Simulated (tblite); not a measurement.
C2H8Br2OSi3.
Numbering: `[Br:1][SiH2:2][Si@@:3]1([Br:4])[CH2:5][CH2:6][SiH2:7][O:8]1` (hydrogens: H9, H10 on Si2; H11, H12 on C5; H13, H14 on C6; H15, H16 on Si7)

Computed with GFN2-xTB (tblite), gas phase: L-BFGS steps from a force-field or distance-geometry start until the largest atomic force falls under 0.01 eV/Å.

Step 57: E = -706.7594 eV
```
atom  x, y, z in Å  |  force x, y, z in eV/Å
Br1     3.1980   -1.2433   -1.1962    0.002   0.028   0.010
Si2     2.7329   -0.1659    0.6922    0.008  -0.028  -0.052
Si3     0.5010    0.3456    0.7421   -0.040   0.008   0.016
Br4    -0.0155    1.4714    2.6040    0.003  -0.001   0.007
C5     -0.4464    1.1278   -0.7216    0.007  -0.002   0.001
C6     -1.8097    0.4176   -0.7896    0.014   0.019  -0.008
Si7    -1.6206   -1.3464   -0.0837    0.016   0.009   0.014
O8     -0.2718   -1.0850    0.8313   -0.004  -0.005  -0.004
H9      3.2310   -1.0541    1.7345   -0.003  -0.001   0.013
H10     3.5565    1.0356    0.6228    0.016   0.006   0.011
H11     0.1073    0.9509   -1.6470   -0.014  -0.024   0.000
H12    -0.5710    2.2091   -0.6370   -0.001  -0.009  -0.003
H13    -2.2008    0.4425   -1.8058   -0.006   0.002  -0.010
H14    -2.5261    0.9660   -0.1718    0.005   0.005  -0.003
H15    -2.6541   -1.7124    0.8697   -0.009  -0.008   0.008
H16    -1.2183   -2.3505   -1.0552    0.007   0.001  -0.001
```

Step 58: E = -706.7597 eV
```
atom  x, y, z in Å  |  force x, y, z in eV/Å
Br1     3.2076   -1.2357   -1.1984   -0.001   0.022  -0.001
Si2     2.7326   -0.1683    0.6923    0.001  -0.021  -0.047
Si3     0.5012    0.3485    0.7396   -0.029  -0.004   0.016
Br4    -0.0107    1.4780    2.6000    0.001   0.002   0.012
C5     -0.4491    1.1275   -0.7235    0.015   0.002   0.005
C6     -1.8118    0.4164   -0.7884    0.014   0.018  -0.011
Si7    -1.6190   -1.3468   -0.0815    0.007   0.011   0.006
O8     -0.2712   -1.0824    0.8340   -0.008  -0.003  -0.011
H9      3.2251   -1.0628    1.7315   -0.004  -0.006   0.019
H10     3.5600    1.0306    0.6331    0.017   0.015   0.012
H11     0.1030    0.9502   -1.6496   -0.013  -0.029  -0.002
H12    -0.5732    2.2088   -0.6402   -0.007  -0.002   0.000
H13    -2.2032    0.4419   -1.8044   -0.012  -0.007  -0.013
H14    -2.5291    0.9636   -0.1705    0.013   0.010   0.000
H15    -2.6543   -1.7122    0.8705   -0.002  -0.011   0.006
H16    -1.2155   -2.3483   -1.0558    0.007   0.002   0.009
```

Question: Estimate the geometry and energy of step 59. (The exact step hangs on the optimiser's Hessian estimate; all steps are aligned on step 58, rigid shifts and turns removed.)

Answer: E = -706.7600 eV, largest force 0.030 eV/Å
```
atom  x, y, z in Å  |  force x, y, z in eV/Å
Br1     3.2158   -1.2281   -1.2011   -0.002   0.011  -0.017
Si2     2.7321   -0.1706    0.6913   -0.007  -0.006  -0.027
Si3     0.5003    0.3492    0.7391   -0.007  -0.013   0.013
Br4    -0.0053    1.4840    2.5973   -0.002   0.004   0.016
C5     -0.4503    1.1263   -0.7244    0.016   0.004   0.006
C6     -1.8131    0.4159   -0.7878    0.009   0.010  -0.010
Si7    -1.6187   -1.3471   -0.0799   -0.007   0.011  -0.004
O8     -0.2734   -1.0809    0.8384   -0.008   0.000  -0.014
H9      3.2224   -1.0684    1.7289   -0.006  -0.007   0.017
H10     3.5607    1.0281    0.6402    0.014   0.016   0.013
H11     0.1003    0.9471   -1.6509   -0.008  -0.029  -0.003
H12    -0.5729    2.2076   -0.6427   -0.010   0.005   0.001
H13    -2.2049    0.4424   -1.8037   -0.014  -0.013  -0.011
H14    -2.5309    0.9620   -0.1694    0.020   0.014   0.000
H15    -2.6570   -1.7125    0.8694    0.007  -0.012   0.002
H16    -1.2126   -2.3463   -1.0562    0.005   0.005   0.018
```

The energy changes by -0.0002 eV. The first-order estimate −F·Δx gives -0.0003 eV and the mean of the old and new forces, exact on a quadratic surface, -0.0002 eV. The step makes an angle of 79° with the force vector and moves no atom by more than 0.012 Å.

The cost below is that of the whole relaxation. The run took 4.1 s of wall time on one thread of an Arm Neoverse N1, no GPU, shared host with 64 logical CPUs at a one-minute load of 61.
